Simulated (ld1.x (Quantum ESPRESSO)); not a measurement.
## An odd input for ld1.x (Quantum ESPRESSO) 7.5 (oxygen)

Command:

```bash
ld1.x < O.in > O.out
```

Input:

```
&input
   title='O', zed=8., rel=0, dft='PBESOL', iswitch=3, xmin=-4.5,
   config='[He] 2s2 2p3 3d-2',
   nld=3, rlderiv=1.20, eminld=-5.0, emaxld=5.0, deld=0.02
 /
 &inputp
   pseudotype=2, tm=.true., lloc=0,
   nlcc=.false.,
   file_pseudopw='O.UPF', file_wfcaegen='ae.wfc', file_wfcncgen='nc.wfc', file_beta='beta', file_chi='chi'
 /
3
2P  2  1   3.00   0.00  1.10  1.10  0.0
3D  3  2  -2.00  -0.20  0.90  0.90  0.0
2S  1  0   2.00   0.00  0.90  0.90  0.0
 &test
   configts(1)='2s2 2p3'
 /
```

This is an input that runs to its end, with one change: mesh start xmin=-4.5.

Task: How does the run end?

Result: The program runs through. The occupied levels of the test differ from the all-electron ones by at most 0.00000 Ry (unchanged input: 0.00000 Ry).

```

      Generating local pot.: lloc=0, matching radius rcloc =   0.9000

      Wfc   2P  rcut= 1.100  Using Troullier-Martins method

      Wfc   3D  rcut= 0.901  Using Troullier-Martins method

     ------------------- End of pseudopotential generation -------------------

     Computing logarithmic derivative in   1.19343
     Computing logarithmic derivative in   1.19343
     Computing the partial wave expansion
       no projector for channel:   0
     R is outside the sphere for l=    1 j= 0.00
     R is outside the sphere for l=    2 j= 0.00

     ---------------------- Testing the pseudopotential ----------------------

     O

     atomic number is  8.00   valence charge is  6.00
     dft =PBESOL   lsd =0 sic =0 latt =0  beta=0.20 tr2=1.0E-14
     mesh = 895 r(mesh) =  99.04343 xmin = -4.50 dx = 0.01250

     n l     nl             e AE (Ry)        e PS (Ry)    De AE-PS (Ry)
     1 0     2S   1( 2.00)       -2.89819       -2.89819        0.00000
     2 1     2P   1( 3.00)       -1.79111       -1.79111       -0.00000

     eps = 7.6E-15  iter = 11

     Etot =    -148.182762 Ry,     -74.091381 Ha,   -2016.129185 eV
     Etotps =   -30.238885 Ry,     -15.119442 Ha,    -411.420986 eV

     Ekin =      20.254108 Ry,      10.127054 Ha,     275.571182 eV
     Encl =     -56.985138 Ry,     -28.492569 Ha,    -775.322303 eV
     Ehrt =      20.724460 Ry,      10.362230 Ha,     281.970649 eV
     Ecxc =      -5.477070 Ry,      -2.738535 Ha,     -74.519329 eV
     Epseu=      -8.755246 Ry,      -4.377623 Ha,    -119.121185 eV

     ---------------------- End of pseudopotential test ----------------------
```
